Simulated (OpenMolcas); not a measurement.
# Ti2+, Zr2+, Hf2+: d² down the group

```json
{
 "Program": "OpenMolcas 26.06",
 "Method": "SS-CASPT2, IPEA 0.25 Eh, imaginary shift 0.1 Eh",
 "Basis": "ANO-R2",
 "Scalar Hamiltonian": "X2C, finite nucleus",
 "Spin-orbit coupling": "RASSI with atomic mean-field integrals over the reference wave functions, term energies averaged over their components"
}
```

Active space for each ion: 2 electrons in 10 orbitals (d d); closed shells correlated by CASPT2: Ti2+ 3s 3p; Zr2+ 4s 4p; Hf2+ 5s 5p.

Computed levels in cm-1 above ³F₂:

| Level | Ti2+ | Zr2+ | Hf2+ |
| --- | --- | --- | --- |
| ³F₃ | 190 | 716 | 3510 |
| ³F₄ | 436 | 1553 | 6800 |
| ¹D₂ | 8160 | 5700 | 9880 |
| ³P₀ | 10950 | 8160 | 9670 |
| ³P₁ | 11010 | 8440 | 11480 |
| ³P₂ | 11140 | 8970 | 15120 |
| ¹G₄ | 14620 | 11180 | 15300 |
| ¹S₀ | 32460 | 23420 | 29540 |
| weight of ³F in the lowest level (%) | 100 | 99 | 93 |

Mixed levels, with the weight of the term that names them: Hf2+ ¹D₂ (60 %), Hf2+ ³P₂ (65 %).

Measured, with the error of the calculation in %. Measured levels: Ti2+ from Corliss and Sugar, J. Phys. Chem. Ref. Data 8, 1 (1979); Zr2+ from Moore, Atomic Energy Levels, vol. II, NSRDS-NBS 35 (1971 reprint of NBS Circular 467, 1952); NIST levels as listed in Rynkun, Gaigalas and Jonsson, Astron. Astrophys. 637, A10 (2020).

```tsv
Level	Ti2+	Zr2+
³F₃	185 (+2.7)	681 (+5.2)
³F₄	420 (+3.7)	1486 (+4.5)
¹D₂	8474 (-3.7)	5742 (-0.8)
³P₀	10538 (+3.9)	8062 (+1.3)
³P₁	10604 (+3.8)	8326 (+1.3)
³P₂	10721 (+3.9)	8838 (+1.4)
¹G₄	14398 (+1.5)	11049 (+1.2)
¹S₀	32476 (0)	23979 (-2.3)
```

The fine-structure level ³F₄ changes by a factor of 15.6 from Ti2+ to Hf2+.

Without spin-orbit coupling ¹D lies 7920, 4800, 6560 cm-1 above ³F in that order; the difference to the level ¹D₂, of either sign, comes from spin-orbit coupling, which also lowers the zero.

Term energies are means over components that CASPT2 splits; among the terms shown or strongly mixed into the levels shown the widest spread is 700 cm-1 (3d² ¹G, Ti2+). Active for correlation alone: 4d; no level in the range computed is led by a configuration that fills it, so any true level of that kind is missing (holds for Ti2+). Active for correlation alone: 5d; no level in the range computed is led by a configuration that fills it, so any true level of that kind is missing (holds for Zr2+). Active for correlation alone: 6d; no level in the range computed is led by a configuration that fills it, so any true level of that kind is missing (holds for Hf2+). Computed and measured levels are paired by configuration, term and J; levels that our copy of the source lacks, or whose pairing is in doubt (as where it misses far off the trend of its configuration), stay unpaired and out of the deviations. Only configurations of the active space appear.
